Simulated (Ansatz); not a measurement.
Members of the series CXY, Y = chloro; each row names its spin state. Gas-phase values, no solvent. One relaxed conformer stands for each flexible species; it need not be the lowest. Strings in code marks are SMILES.

Quantity: adiabatic spin-state energy, in kJ/mol. The DFT solution of `[SiH3][C]Cl` and `Cl[C]Cl` is unstable or spin-contaminated; the geometry comes from it. HF references are unrestricted for open shells and restricted for singlets. The restricted reference of `Cl[C]Cl`, `[SiH3][C]Cl` and `B[C]Cl` is unstable towards unrestricted orbitals.

Level 1: frozen-core CCSD(T)/6-31g // PBE0-D3(BJ)/def2-TZVP (Ansatz, a first-principles code)
Level 2: B3LYP/cc-pVTZ // PBE0-D3(BJ)/def2-TZVP (Ansatz)
Level 3: BLYP/cc-pVTZ // PBE0-D3(BJ)/def2-TZVP (Ansatz)
Level 4: PBE0/cc-pVTZ // PBE0-D3(BJ)/def2-TZVP (Ansatz)

| species | level 1 | level 2 | level 3 | level 4 |
|---|---|---|---|---|
| `[SiH3][C]Cl`: multiplicity 3 minus multiplicity 1 | -71.0 | -40.38 | -29.53 | -55.8 |
| `B[C]Cl`: multiplicity 3 minus multiplicity 1 | 8.51 | 38.16 | 50.6 | 28.28 |
| `Cl[C]Cl`: multiplicity 3 minus multiplicity 1 | 43.6 | 73.7 | 87.5 | 58.0 |
